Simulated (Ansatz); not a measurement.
One change: `FC(I)O[SiH3]` becomes `CC(F)I`.

Ansatz, PBE0-D4/def2-TZVP geometries, multiplicity 1. Each molecule was computed in one conformer, which needn't be the lowest.

Elements past krypton have def2 core potentials.

```tsv
property	`FC(I)O[SiH3]`
LUMO energy (PBE0/def2-TZVPP) / eV	-1.23
HOMO–LUMO gap (B3LYP/def2-TZVPP) / eV	5.81
LUMO energy (PBE/def2-TZVPP) / eV	-2.11
HOMO–LUMO gap (PBE/def2-TZVPP) / eV	4.25
LUMO energy (ωB97M-V/def2-TZVPP) / eV	0.74
HOMO–LUMO gap (PBE0/def2-TZVPP) / eV	6.32
```

Problem. What does the change do to each property? (Estimate.)

Solution. Ansatz gave: 
```tsv
property	`CC(F)I`	shift
LUMO energy (PBE0/def2-TZVPP) / eV	-1.02	0.21
HOMO–LUMO gap (B3LYP/def2-TZVPP) / eV	5.95	0.14
LUMO energy (PBE/def2-TZVPP) / eV	-1.92	0.19
HOMO–LUMO gap (PBE/def2-TZVPP) / eV	4.37	0.12
LUMO energy (ωB97M-V/def2-TZVPP) / eV	0.95	0.21
HOMO–LUMO gap (PBE0/def2-TZVPP) / eV	6.45	0.13
```

With PBE0 the HOMO rises by 0.08 eV and the LUMO rises by 0.21 eV, so the gap widens by about 0.13 eV. PBE moves the HOMO by 0.07 eV and ωB97M-V by 0.10 eV. The zero-point energy changes by 20.8 kJ/mol with -3 modes.

B3LYP here is the variant with VWN-RPA as its local correlation; programs differ in this.

Spin–orbit coupling is left out; it splits and shifts lone-pair levels of the heavy atoms by tenths of an eV.
